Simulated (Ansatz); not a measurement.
A further run on TiF₃ (the lowest doublet isomer of a short search).

```yaml
crystal:
  periodic: [false, false, false]
  atoms:
    - {symbol: Ti, position_ang: [0.003937, -0.002318, 0.002565]}
    - {symbol: F, position_ang: [0.457685, -0.880425, -1.464956]}
    - {symbol: F, position_ang: [-1.177187, -0.698953, 1.120666]}
    - {symbol: F, position_ang: [0.715576, 1.581696, 0.341724]}
basis:
  gaussian: {orbitals: def2-TZVPP, nuclear_model: gaussian}
magnetization: {spin_polarized: true, initial_magnetization: 1}
hamiltonian: {xc: {name: SPW92}}
output: {forces: true}
```

```sh
$ ansatz run in.yaml --threads 2 --pin off --events-out ev --progress --plain --max-ram 4352MiB
```

It prints (some lines left out):

```
Functional definition: SPW92
900 factors; their error is unknown
mean field evaluation 1: about -31164.2655 eV, gradient 3.9e1 eV
mean field evaluation 2: about -31128.7868 eV, gradient 1.2e2 eV
mean field evaluation 4: about -31168.2279 eV, gradient 8.5e0 eV
mean field evaluation 8: about -31168.4596 eV, gradient 4.0e-2 eV
mean field evaluation 16: about -31168.4586 eV, gradient 3.3e-5 eV
mean field evaluation 32: about -31168.4160 eV, gradient 3.3e0 eV
mean field -31168.45861789 eV, -1145.4197274676 hartree, gradient 3.3e-5 eV, S^2 0.752568; 4 other end points of the search recorded, 0 dependent functions left out
reference -31168.45866930 eV, -1145.4197293565 hartree; 25, 24 occupied and 132, 133 virtual orbitals, 900 factors
Total energy: -31168.45866930 eV, -1145.4197293565 hartree
Atom 0 at     0.003937    -0.002318     0.002565 Å, force    -0.008988     0.005102    -0.005775 eV/Å
Atom 1 at     0.457685    -0.880425    -1.464956 Å, force    -0.150406     0.293109     0.491515 eV/Å
Atom 2 at    -1.177187    -0.698953     1.120666 Å, force     0.396073     0.232216    -0.372973 eV/Å
Atom 3 at     0.715576     1.581696     0.341724 Å, force    -0.236679    -0.530427    -0.112767 eV/Å
Dipole moment:     0.004247    -0.002499     0.002761 e Å
```

Run time 3.8 s (2 threads of Intel Xeon Platinum 8488C on a shared host).
